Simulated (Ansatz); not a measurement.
```yaml
crystal:
  periodic: [false, false, false]
  atoms:
    - {symbol: C, position_ang: [-0.872217, -0.321908, -0.190411]}
    - {symbol: Hf, position_ang: [0.267346, 0.353854, 0.119372]}
    - {symbol: O, position_ang: [0.829984, -0.262118, 0.991540]}
    - {symbol: O, position_ang: [0.882553, 0.211200, -1.000081]}
    - {symbol: Br, position_ang: [-0.076170, 1.744976, 0.513025]}
    - {symbol: H, position_ang: [-1.490372, -0.349617, 0.413220]}
    - {symbol: H, position_ang: [-1.377549, -0.047600, -0.783215]}
    - {symbol: H, position_ang: [-0.906947, -1.113656, -0.313938]}
    - {symbol: H, position_ang: [1.039217, -0.527247, 1.605849]}
    - {symbol: H, position_ang: [1.283457, 0.146827, -1.468288]}
basis:
  gaussian: {orbitals: x2c-TZVPPall}
hamiltonian: {xc: {name: wPBEh}}
output: {forces: true}
```

```sh
$ ansatz run in.yaml --threads 2 --pin off --events-out ev --progress --plain --max-ram 22528MiB --backend cuda --devices 0, --max-vram 18GiB
```

Shortened log:

```
Functional definition: wPBEh
2160 factors; their error is unknown
102 factors; integrals over basis functions are off by at most 8.6e-7 eV
mean field evaluation 1: about -486320.8568 eV, gradient 1.7e2 eV
mean field evaluation 2: about -485802.4231 eV, gradient 5.9e2 eV
mean field evaluation 4: about -486365.4031 eV, gradient 5.0e1 eV
mean field evaluation 8: about -486367.1746 eV, gradient 3.6e-1 eV
mean field evaluation 16: about -486367.8793 eV, gradient 1.6e-3 eV
mean field -486367.87929191 eV, -17873.6898919885 hartree, gradient 2.6e-5 eV, S^2 0.000000; 0 other end points of the search recorded, 0 dependent functions left out
reference -486367.87935728 eV, -17873.6898943909 hartree; 67, 67 occupied and 241, 241 virtual orbitals, 2160 factors
Total energy: -486367.87935728 eV, -17873.6898943909 hartree
Relativity: scalar
Atom 0 at    -0.872217    -0.321908    -0.190411 Å, force   -29.746798   -14.132009    -4.239139 eV/Å
Atom 1 at     0.267346     0.353854     0.119372 Å, force   -19.859801   -11.074354   -30.509286 eV/Å
Atom 2 at     0.829984    -0.262118     0.991540 Å, force    43.653159   -48.388247    54.171534 eV/Å
Atom 3 at     0.882553     0.211200    -1.000081 Å, force    -0.208586    -2.522844   -23.606982 eV/Å
Atom 4 at    -0.076170     1.744976     0.513025 Å, force   -27.514747   113.649560    31.939188 eV/Å
Atom 5 at    -1.490372    -0.349617     0.413220 Å, force   -10.964807    -0.175283    10.910920 eV/Å
Atom 6 at    -1.377549    -0.047600    -0.783215 Å, force   -11.760275     6.807354   -14.858836 eV/Å
Atom 7 at    -0.906947    -1.113656    -0.313938 Å, force    -0.125455   -23.597698    -4.238015 eV/Å
Atom 8 at     1.039217    -0.527247     1.605849 Å, force    12.280316   -13.896162    32.866802 eV/Å
Atom 9 at     1.283457     0.146827    -1.468288 Å, force    44.246994    -6.670317   -52.436186 eV/Å
Dipole moment:     0.399750    -0.947927    -0.139871 e Å
```

Problem. What is wrong with this run?

Solution. The geometry is squeezed to about two thirds of its size. The run converged. The result belongs to that input, not to the molecule as meant.
